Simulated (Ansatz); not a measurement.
Br₂H₂Sn, SMILES `[Br][SnH2][Br]`. The species carries charge 0 and has multiplicity 1. Sn takes the def2 core potential.

**Question.** What are the harmonic wavenumbers in cm⁻¹ at PBE0-D4/def2-TZVP (Ansatz, finite differences of forces, unscaled)? (Best estimate.)

**Answer.** Computed: 76, 256, 270, 400, 503, 625, 673, 1974, 1989.

**Question.** Is this a minimum?

**Answer.** Yes, all 9 modes are real.

**Question.** Give the ideal-gas thermochemistry at 298.15 K and 1 bar (rigid rotor, harmonic oscillator; point group C2v, symmetry number 2).

**Answer.** Zero-point energy 40.5 kJ/mol; H(298) − E = 57.0 kJ/mol; entropy 337.7 J/(mol·K), of which translation 179.2, rotation 118.3, vibration 40.3; G(298) − E = -43.7 kJ/mol. Modes under 100 cm⁻¹ are hindered rotations or soft bends, so the harmonic entropy is rough.

**Question.** And at 400, 500, 600, 800 and 1000 K?

**Answer.** 
```
T (K)  H − E (kJ/mol)  S (J/mol/K)  G − E (kJ/mol)
  400            65.0        360.9           -79.3
  500            73.4        379.6          -116.4
  600            82.2        395.6          -155.1
  800           100.7        422.2          -237.0
 1000           120.1        443.7          -323.7
```
